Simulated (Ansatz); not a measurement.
# SiBr (bromosilane): the energy, rung by rung

The species is SiBr (2 atoms), meant as a doublet with charge 0. As SMILES, `[Si]Br`. The coordinates come from a GFN2-xTB relaxation.

```xyz
2

Si    0.0000    0.0000    0.0000
Br    0.0000    0.0000    2.3426
```

Each level gives the energy change with the Si1–Br2 bond stretched from 2.343 to 3.514 Å (eV). The values are calculated.

```json
{"level": "UHF/STO-3G", "kind": "Hartree–Fock", "program": "Ansatz", "value (eV)": "3.30", "less CCSD(T)/STO-3G": "-0.35"}
{"level": "U-revPBE/STO-3G", "kind": "GGA", "program": "Ansatz", "value (eV)": "3.49", "less CCSD(T)/STO-3G": "-0.16"}
{"level": "U-r2SCAN/STO-3G", "kind": "meta-GGA", "program": "Ansatz", "value (eV)": "3.66", "less CCSD(T)/STO-3G": "+0.01"}
{"level": "UB3LYP/STO-3G", "kind": "global hybrid", "program": "Ansatz", "value (eV)": "3.67", "less CCSD(T)/STO-3G": "+0.02"}
{"level": "UPBE0/STO-3G", "kind": "global hybrid", "program": "Ansatz", "value (eV)": "3.81", "less CCSD(T)/STO-3G": "+0.16"}
{"level": "U-wB97M-V/STO-3G", "kind": "range-separated hybrid", "program": "Ansatz", "value (eV)": "3.98", "less CCSD(T)/STO-3G": "+0.33"}
{"level": "UCAM-B3LYP/STO-3G", "kind": "range-separated hybrid", "program": "Ansatz", "value (eV)": "3.82", "less CCSD(T)/STO-3G": "+0.17"}
{"level": "UB2PLYP/STO-3G", "kind": "double hybrid", "program": "Ansatz", "value (eV)": "3.78", "less CCSD(T)/STO-3G": "+0.13"}
{"level": "UMP2/STO-3G", "kind": "perturbation theory", "program": "Ansatz", "value (eV)": "3.69", "less CCSD(T)/STO-3G": "+0.04"}
{"level": "UCCSD(T)/STO-3G", "kind": "coupled cluster or CI", "program": "Ansatz", "value (eV)": "3.65", "less CCSD(T)/STO-3G": "0.00"}
```

UCCSD(T)/STO-3G is the highest level here, not the true value. All-electron rows without a relativistic Hamiltonian named are non-relativistic. The first shape isn't each level's own minimum. The values span 3.30 to 3.98 eV. Spin contamination of the reference (⟨S²⟩ at least 0.1 too high) touches UHF/STO-3G, U-revPBE/STO-3G, U-r2SCAN/STO-3G, UB3LYP/STO-3G, UPBE0/STO-3G, U-wB97M-V/STO-3G, UCAM-B3LYP/STO-3G, UB2PLYP/STO-3G, UMP2/STO-3G, UCCSD(T)/STO-3G. All rows use very small basis sets, so none should be taken for the real molecule's value. In the correlated wave-function rows the outer d shell of Br is correlated, in sets not made for it.
